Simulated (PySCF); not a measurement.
**Bonding in cyclo-(SiH2)5**

Species: cyclo-(SiH2)5.
Z-matrix (Å and degrees, PBE0-D3(BJ)/def2-SVP geometry), rows numbered from 1:
```
Si
H   1  1.4975
H   1  1.4973  2  108.27
Si  1  2.3626  2  110.09  3  -120.43
H   4  1.4973  1  110.11  2    -0.04
H   4  1.4970  1  110.32  2   119.57
Si  4  2.3625  1  107.90  2  -119.81
H   7  1.4972  4  109.99  1   119.16
H   7  1.4973  4  110.31  1  -121.40
Si  7  2.3640  4  108.14  1    -1.19
H  10  1.4970  7  110.28  4   121.73
H  10  1.4970  7  110.03  4  -118.79
Si  1  2.3620  2  110.20  3   120.52
H  13  1.4974  1  109.91  2  -119.12
H  13  1.4971  1  110.20  2     0.16
```

Bond orders from the PBE0/pcSseg-1 density (PySCF). The structure is a single PBE0-D3(BJ)/def2-SVP conformer in the gas phase; no vibrational or solvent corrections.

Set the Mayer orders of the bonds beside their lengths.

```csv
bond,length (Å),Mayer order
Si1–H2,1.497,0.933
Si1–H3,1.497,0.933
Si1–Si4,2.363,0.845
Si1–Si13,2.362,0.845
Si4–H5,1.497,0.933
Si4–H6,1.497,0.933
Si4–Si7,2.363,0.845
Si7–H8,1.497,0.933
Si7–H9,1.497,0.933
Si7–Si10,2.364,0.845
Si10–H11,1.497,0.933
Si10–H12,1.497,0.933
Si10–Si13,2.363,0.845
Si13–H14,1.497,0.933
Si13–H15,1.497,0.933
```

Sum the orders of all bonds at each heavy atom with more than one neighbour.

Si1 3.556, Si4 3.556, Si7 3.556, Si10 3.556, Si13 3.556. Orders between atoms that aren't bonded are not in these sums.

Mayer orders depend on the basis set.
